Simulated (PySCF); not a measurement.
Sn(H)(Cl)(OH)2 (ClH3O2Sn), SMILES [OH][SnH]([OH])[Cl].

The structure is a stationary point at B3LYP-D3(BJ)/def2-SVP. The def2 effective core potentials stand for the cores of Sn; spin–orbit coupling is left out. The values are those of a single conformer.

The numbers are results of C-PCM-B3LYP/def2-SVP (PySCF), not measurements.

The values are the electrostatic part of the solvation free energy, E(continuum) − E(gas) at the gas-phase geometry, in a cavity of scaled van der Waals radii (PySCF's table); cavitation and dispersion terms are not included. A continuum can't describe solvent molecules that bind to the metal. In vacuum the orbital gap is 6.69 eV. The dipole moment in vacuum is 0.71 D.

Computed values in water (ε = 78.36), chloroform (ε = 4.71), N,N-dimethylformamide (ε = 37.22):
```tsv
solvent	ε	ΔG(elec) (kcal/mol)	dipole (D)	gap (eV)
water	78.36	-8.3	0.87	6.79
chloroform	4.71	-6.5	0.83	6.77
N,N-dimethylformamide	37.22	-8.2	0.87	6.79
```
